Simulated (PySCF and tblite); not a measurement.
The numbers below are computed, except where a source is named.
System: C₇H₉ (charge +1), numbered as in [CH3:1][C+:2]1[CH:3]=[CH:4][CH2:5][CH:6]=[CH:7]1.

Motion: shift of H on C5 from C5 to C4. GFN2-xTB gives an electronic barrier of 15.9 kcal/mol and a reaction energy of 5.3 kcal/mol.

Tunnelling of the moving H, left out here, will speed the real process. The ion is treated without a counter-ion.

(1) What does PBE0/pcSseg-1 + D3(BJ) give on PBE0-D3(BJ)/def2-SVP geometries?

(2) And the level of the geometries itself, PBE0-D3(BJ)/def2-SVP?

Programs: tblite and PySCF.

## Answers

(1) A barrier of 14.8 kcal/mol, 1.1 below the tight-binding barrier (from unrounded values), a reaction energy of 5.3 kcal/mol and, with GFN2-xTB thermal terms, ΔG‡(298 K) = 13.7 kcal/mol and k = 1060 s⁻¹ (2 equivalent paths).

(2) 13.9 kcal/mol.
